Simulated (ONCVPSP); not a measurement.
What one change does to a pseudopotential (osmium (Os), ONCV)

```json
{"Element": "Os (Z = 76)", "Generator": "ONCVPSP 4.0.1", "Type": "optimised norm-conserving Vanderbilt (ONCV)", "Functional": "PBEsol", "Relativity": "scalar-relativistic", "Frozen core": "[Kr] 4d10 4f14", "Valence charge": "16", "Reference configuration": "5s2 5p6 5d7 6s1", "Partial waves": "5s+6s: rc 1.75 bohr, ncon 4, nbas 7, qcut 5.8 1/bohr, 3 projectors, debl 3.1 Ha; 5p: rc 1.25 bohr, ncon 4, nbas 8, qcut 5.2 1/bohr, 2 projectors, debl 3.2 Ha; 5d: rc 1.60 bohr, ncon 4, nbas 8, qcut 5.1 1/bohr, 2 projectors, debl 2.6 Ha", "Local potential": "polynomial inside 1.05 bohr (lpopt 5, dvloc0 0 Ha)", "Core correction": "none"}
```

Change: core correction Teter function, fcfact 1.75, rcfact 1.65.

Cutoffs: the cutoffs (Ha) at which the residual kinetic energy of the hardest occupied pseudo-wave falls to 1 and 0.1 mHa per electron; they do not see the model core or the augmentation charge, which bear on the density cutoff. Errors are all-electron minus pseudo energies relative to the spin-unpolarised reference configuration.

Q: Predict the effect on cutoff, ghosts and configuration errors.

A: The potential gets neither clearly harder nor softer (119 Ha and 139 Ha → 119 Ha and 139 Ha); of the 4 tests that both files solve, the error grows in 3 and shrinks in 0 by more than 15 % and 0.3 meV (median size 3.3 → 5.4 meV); neither file shows a bound ghost. A model core, the more so a compact one, raises the density cutoff, which this test does not measure.

```tsv
quantity	base	changed
cutoff, loose	119 Ha	119 Ha
cutoff, tight	139 Ha	139 Ha
bound ghosts	none	none
GHOST(+) flags under 300 eV	s at 214.8 eV	s at 214.8 eV
error for 5s2 5p6 5d6 6s2, meV [ΔE -0.33 eV]	-0.7	-4.5
error for 5s2 5p6 5d6 6s1, meV [ΔE 9.30 eV]	-0.6	-1.4
error for 5s2 5p6 5d6 6s0, meV [ΔE 26.24 eV]	-5.9	-6.2
error for 5s2 5p5 5d6 6s2, meV [ΔE 56.62 eV]	-95	-117
s: phases at 1.78 bohr within 0.05 rad from the reference energy up to (Ha; the scan ends near 5)	to the end of the scan	to the end of the scan
p: phases at 1.27 bohr within 0.05 rad from the reference energy up to (Ha; the scan ends near 5)	to the end of the scan	to the end of the scan
d: phases at 1.63 bohr within 0.05 rad from the reference energy up to (Ha; the scan ends near 5)	to the end of the scan	to the end of the scan
```
